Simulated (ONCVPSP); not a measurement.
W (Z = 74): one change to an ONCV potential, before and after

ONCVPSP 4.0.1 input, shortened (lines: element, Z, core and valence counts, functional; n l f; lmax; l rc ep ncon nbas qcut; lloc lpopt rc5 dvloc0; l nproj debl; icmod fcfact rcfact), PBEsol, scalar-relativistic:

```
  W 74.00   11    3  -116133      upf
    1    0    2.00
    2    0    2.00
    2    1    6.00
    3    0    2.00
    3    1    6.00
    3    2   10.00
    4    0    2.00
    4    1    6.00
    4    2   10.00
    4    3   14.00
    5    0    2.00
    5    1    6.00
    5    2    4.00
    6    0    2.00
    2
    0    2.60    0.00    3    6    2.40
    1    1.15    0.00    3    7    6.00
    2    1.85    0.00    4    8    5.10
    4    4    1.05    0.00
    0    2    3.10
    1    3    2.90
    2    2    3.80
    2    0.50    1.15
```

All-electron outer shells of the reference configuration (PBEsol, scalar-relativistic, ld1.x):

```csv
shell,level (eV),outermost node (bohr),outermost maximum (bohr)
5p,-43.22,0.57,1.09
4f,-33.24,–,0.43
6s,-5.75,1.28,2.64
5d,-4.51,0.63,1.49
```

Change: s: debl 4.5.

Cutoffs: the cutoffs (Ha) at which the residual kinetic energy of the hardest occupied pseudo-wave falls to 1 and 0.1 mHa per electron; they do not see the model core or the augmentation charge, which bear on the density cutoff. Errors are all-electron minus pseudo energies relative to the spin-unpolarised reference configuration.

Problem. Predict the effect on cutoff, ghosts and configuration errors.

Solution. The potential gets neither clearly harder nor softer (111 Ha and 175 Ha → 111 Ha and 175 Ha); both files keep a bound ghost (s); the errors of the 4 common tests hardly move; the range in which the s phases agree narrows (upper end 3.2 → 2.0).

```csv
quantity,base,changed
"cutoff, loose",111 Ha,111 Ha
"cutoff, tight",175 Ha,175 Ha
bound ghosts,s,s
GHOST(+) flags under 300 eV,s at 105.1 eV,s at 130.0 eV
"error for 5p6 5d4 6s1, meV [ΔE 8.93 eV]",-8.6,-8.4
"error for 5p6 5d4 6s0, meV [ΔE 24.62 eV]",-35,-35
"error for 5p6 5d3 6s0, meV [ΔE 50.03 eV]",+3.0,+2.8
"error for 5p6 5d4 6s0 6p1, meV [ΔE 14.44 eV]",-31,-31
s: phases at 2.63 bohr within 0.05 rad from the reference energy up to (Ha; the scan ends near 5),3.2,2.0
p: phases at 1.17 bohr within 0.05 rad from the reference energy up to (Ha; the scan ends near 5),to the end of the scan,to the end of the scan
d: phases at 1.87 bohr within 0.05 rad from the reference energy up to (Ha; the scan ends near 5),to the end of the scan,to the end of the scan
"rms error of d²Exc/dni dnj with the model core, mHa",0.63,0.63
```

 A true bound ghost makes a file unfit for plane-wave use even where its test errors are small: the radial tests pick states by their node count and pass the ghost by.
